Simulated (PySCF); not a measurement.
B(H)3(py), C5H8BN, singlet at its GFN2-xTB optimised geometry (Å):

```
15

B      0.0029    -2.3888     0.0000
H     -0.4297    -2.8859     0.9932
H     -0.4228    -2.8773    -1.0011
H      1.2014    -2.3888     0.0000
C     -0.9696     1.8323    -0.0033
C     -0.7308     1.1512    -1.1888
C     -0.4455    -0.1987    -1.1418
N     -0.3846    -0.8807     0.0000
C     -0.6116    -0.2322     1.1396
C     -0.9040     1.1173     1.1834
H     -1.2014     2.8859    -0.0052
H     -0.7698     1.6597    -2.1391
H     -0.2549    -0.7686    -2.0385
H     -0.5523    -0.8273     2.0381
H     -1.0817     1.5978     2.1324
```

Method: CAM-B3LYP/def2-TZVP (PySCF). Cells within 0.4 Å of a nucleus heavier than hydrogen are left out (blank, or x).

Map of the deformation density (molecule minus spherical neutral atoms) (e/bohr³) on the plane z = 0.0 Å:

```
|1111111111111111111111111111111|
|1111111111111111111111111111111|
|1111111111111111111111111111111|
|1111111111111111111111111111111|
|1111111111111111111111111111111|
|1111111111111111111111111111111|
|1111111111144211111111111111111|
|1111111111278311111111111111111|
|1111111111268211111111111111111|
|111111111102xx01111111111111111|
|11111111110xxx11111111111111111|
|1111111111112211111111111111111|
|1111111111111001111111111111111|
|1111111111100000111111111111111|
|1111111111100000111111111111111|
|1111111111100000111111111111111|
|1111111111111111111111111111111|
|1111111111111xx0011111111111111|
|1111111111110xx3111111111111111|
|1111111111111495211111111111111|
|1111111111111254222211111111111|
|111111111111112x234211111111111|
|11111111111111xxx68511111111111|
|111111111111123x345311111111111|
|1111111111111221122211111111111|
|1111111111111111111111111111111|
|1111111111111111111111111111111|
|1111111111111111111111111111111|
|1111111111111111111111111111111|
|1111111111111111111111111111111|
|1111111111111111111111111111111|
```
Scale: ten equal steps from -0.029 (start of '0') to 0.121 (end of '9'), in the order '0123456789'; x runs from -5.00 to 5.00, y from -5.00 (bottom) to 5.00 (top).
